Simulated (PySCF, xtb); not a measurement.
## Isomers of F2H2Si2 in order of energy

6 gas-phase structures of F2H2Si2, found in a search over its isomers (lower ones may exist). Each was relaxed with GFN2-xTB; where two conformers were screened, the lower at r2SCAN-D4/def2-SVP is listed:

A. `F[Si][SiH2]F`, a triplet
B. `F[SiH](F)[SiH]`, a singlet
C. `F[Si][SiH2]F`, a singlet
D. a singlet given by its coordinates
E. a singlet given by its coordinates
F. `F[SiH](F)[SiH]`, a triplet

E (Å):

```yaml
atoms:
  - { symbol: F, position_ang: [0.3758, -1.5349, -1.5185] }
  - { symbol: F, position_ang: [-1.8483, -1.4497, -0.6613] }
  - { symbol: Si, position_ang: [-0.3435, -1.3796, -0.0808] }
  - { symbol: Si, position_ang: [0.1430, 0.5064, 0.9830] }
  - { symbol: H, position_ang: [-0.5757, 0.5869, 2.2707] }
  - { symbol: H, position_ang: [1.5455, 0.5009, 1.4458] }
```

Close contacts (Å): F1–Si3 1.62, F2–Si3 1.61, Si3–Si4 2.22, Si4–H5 1.48, Si4–H6 1.48.

D (Å):

```xyz
6

F     0.3828   -1.8750   -1.6671
F    -0.3186    0.6409    1.8960
Si    0.7789   -0.6154   -0.7082
Si   -0.7050   -0.6255    0.9416
H    -0.7183   -1.6471    1.9978
H     0.8289    0.4052   -1.7648
```

Close contacts (Å): F1–Si3 1.63, F2–Si4 1.63, Si3–Si4 2.22, Si3–H6 1.47, Si4–H5 1.47.

Q: Which do you expect lowest at r2SCAN-D4/def2-SVP, and how would the others follow?

A: Calculated order at r2SCAN-D4/def2-SVP: E (0.0), C (6.6), F (8.4), B (8.5), D (9.6), A (23.1) kcal/mol. Less than 1 kcal/mol parts F and B, so the order within that pair means little.

Energies above the lowest of each column, in kcal/mol (a dash: not run or not comparable):

| structure | GFN2-xTB | HF/STO-3G | r2SCAN-D4/def2-SVP |
| --- | --- | --- | --- |
| E | 11.9 | 14.6 | 0.0 |
| C | 0.0 | 0.0 | 6.6 |
| F | – | 17.3 | 8.4 |
| B | 2.8 | 17.1 | 8.5 |
| D | 8.1 | 25.3 | 9.6 |
| A | – | 23.5 | 23.1 |

r2SCAN-D4/def2-SVP puts E lowest; GFN2-xTB picks C, HF/STO-3G picks C. Some further structures that were screened fall inside this span and aren't listed. Flexible structures stand in one conformer each, not always the lowest. No reliable frequencies are at hand for these structures. GFN2-xTB has no spin polarisation and isn't compared across spin states. Open shells are spin-unrestricted.

Over these structures GFN2-xTB departs from r2SCAN-D4/def2-SVP by 6.2 kcal/mol on average once a common shift is removed. A GFN2-xTB relaxation took about 0.11 s and the r2SCAN-D4/def2-SVP energy about 6.2 s on a shared host (PySCF 2.14.0, xtb 6.7.1).
